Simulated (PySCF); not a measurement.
C4H3S, SMILES [c]1ccsc1, multiplicity 2. Atoms are numbered in the order given.

```xyz
8

C      1.0837    -0.9997     0.0000
C      1.2563     0.3424     0.0000
S     -0.3247     1.0990     0.0000
C     -1.1293    -0.4369     0.0000
C     -0.2454    -1.4916     0.0000
H      2.1607     0.9480     0.0000
H     -2.2184    -0.4758     0.0000
H     -0.5388    -2.5415     0.0000
```
Charge 0, spin multiplicity 2.

Coordinates come from a B3LYP-D3(BJ)/def2-SVP optimisation. The isomer is the one that the SMILES or the coordinates give; other isomers of the formula were not compared.

The numbers are results of B3LYP/pcH-1 in PySCF, not measurements.

Unrestricted Kohn–Sham, ⟨S²⟩ = 0.758. Hyperfine tensors hold the contact and dipolar terms, without spin-orbit corrections.

Computed hyperfine couplings:
```tsv
nucleus	A(iso) (MHz)	A(iso) (G)	dipolar principal values (MHz)
13C no. 1	437.4	156.1	-77.2, -59.9, 137.2
13C no. 2	49.5	17.7	-15.3, -1.5, 16.8
33S no. 3	4.9	1.8	-12.2, -10.6, 22.8
13C no. 4	70.9	25.3	-3.8, 0.1, 3.6
13C no. 5	46.0	16.4	-10.3, -3.0, 13.4
1H no. 6	31.2	11.1	-5.4, -4.5, 9.9
1H no. 7	9.6	3.4	-2.8, -1.7, 4.6
1H no. 8	17.7	6.3	-6.1, -5.0, 11.1
```

### Question
And the g tensor (effective nuclear charges for spin-orbit coupling, GIAO)? (An estimate is asked for; the answer gives what the named calculation found.)

### Answer
principal values 1.9991, 2.0017, 2.0022; isotropic 2.0010.
